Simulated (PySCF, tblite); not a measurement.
Isomers of C5H11N3Si, one GFN2-xTB conformer each. Single-point energies are computed at PBE0/pcSseg-1 (PySCF, gas phase, no added dispersion term), electronic only.

Problem. Rank them by PBE0/pcSseg-1 energy, lowest first (kJ/mol).
A. `[CH3:1][CH2:2][CH2:3][n:4]1[n:5][n:6][cH:7][c:8]1[SiH3:9]` with C1–C2–C3–N4 178°, C2–C3–N4–N5 91°
B. `[CH3:1][CH2:2][CH2:3][n:4]1[cH:5][c:6]([SiH3:7])[n:8][n:9]1` with C1–C2–C3–N4 65°, C2–C3–N4–C5 -95°
C. `C[Si](C)(C)N1C=NN=C1`

Solution. C (0.0), A (203.4), B (207.3).

Neighbours under 10 kJ/mol apart (CCCn1nncc1[SiH3] and CCCn1cc([SiH3])nn1) can change places with a better method, another conformer or zero-point energy. GFN2-xTB itself gives, in the same order: 0.0, 37.8, 49.0. Both levels put the same isomer lowest; measured from each level's own lowest isomer, the values differ by up to 165.6 kJ/mol (CCCn1nncc1[SiH3]: 37.8 against 203.4).

Problem. Which frontier levels, dipoles and rotational constants go with these structures?

Solution. 
```json
{"SMILES": "C[Si](C)(C)n1cnnc1", "HOMO (eV, PBE0/pcSseg-1)": "-7.13", "LUMO (eV)": "0.34", "dipole (D)": "6.73", "A, B, C (MHz)": "2328, 962.5, 882.3"}
{"SMILES": "CCCn1nncc1[SiH3]", "HOMO (eV, PBE0/pcSseg-1)": "-7.53", "LUMO (eV)": "-0.44", "dipole (D)": "4.41", "A, B, C (MHz)": "1777, 1076, 716.0"}
{"SMILES": "CCCn1cc([SiH3])nn1", "HOMO (eV, PBE0/pcSseg-1)": "-7.50", "LUMO (eV)": "-0.09", "dipole (D)": "4.63", "A, B, C (MHz)": "3140, 726.9, 652.0"}
```

Problem. What happens when harmonic zero-point energies from GFN2-xTB frequencies are added?

Solution. 
| SMILES | ZPE (kJ/mol) | electronic (kJ/mol) | with ZPE (kJ/mol) |
| --- | --- | --- | --- |
| C[Si](C)(C)n1cnnc1 | 416.7 | 0.0 | 0.0 |
| CCCn1nncc1[SiH3] | 407.9 | 203.4 | 194.5 |
| CCCn1cc([SiH3])nn1 | 406.6 | 207.3 | 197.3 |

The zero-point energies span 10.1 kJ/mol. The order is unchanged.
